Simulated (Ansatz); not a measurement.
This geometry of BFH2OSi (6 atoms, charge 0, multiplicity 1) is a first-order saddle point.

Level of theory: Ansatz 0.2.0, RKS PBE0/6-31G*.

```xyz
6
Properties=species:S:1:pos:R:3
F 0.072 -2.039 0.683
B 0.222 -0.779 0.370
O 1.137 0.133 0.596
Si -0.053 1.092 -0.374
H -0.082 0.456 -1.718
H -1.295 1.137 0.443
```

Question: Which two structures does it join? (They come from a converged band through this point; their orientation in space is the band's.)

Answer: Bonds broken: B2–Si4, Si4–H5. Bonds formed: B2–H5.

Image 0:

```xyz
6
Properties=species:S:1:pos:R:3
F 0.348 -2.252 0.863
B 0.229 -1.021 0.428
O 1.043 0.041 0.517
Si -0.399 0.576 -0.378
H -0.078 1.009 -1.762
H -1.143 1.647 0.333
```

Image 10:

```xyz
6
Properties=species:S:1:pos:R:3
F 0.727 -2.052 0.000
B 0.241 -0.837 -0.180
O 0.271 0.029 0.871
Si -0.255 1.623 1.002
H -0.206 -0.536 -1.249
H -0.779 1.773 -0.444
```

Question: How far does it lie above each of them?

Answer: 1.45 eV above the first and 1.58 eV above the second. This is the barrier of this one path; another mechanism may lie lower. The orbitals stay closed-shell, which can raise the energy where a bond breaks towards radicals; this wasn't checked here.

The run took 7.1 min on 1 thread of Arm Neoverse V1, on a shared host, peak memory 0.12 GiB.
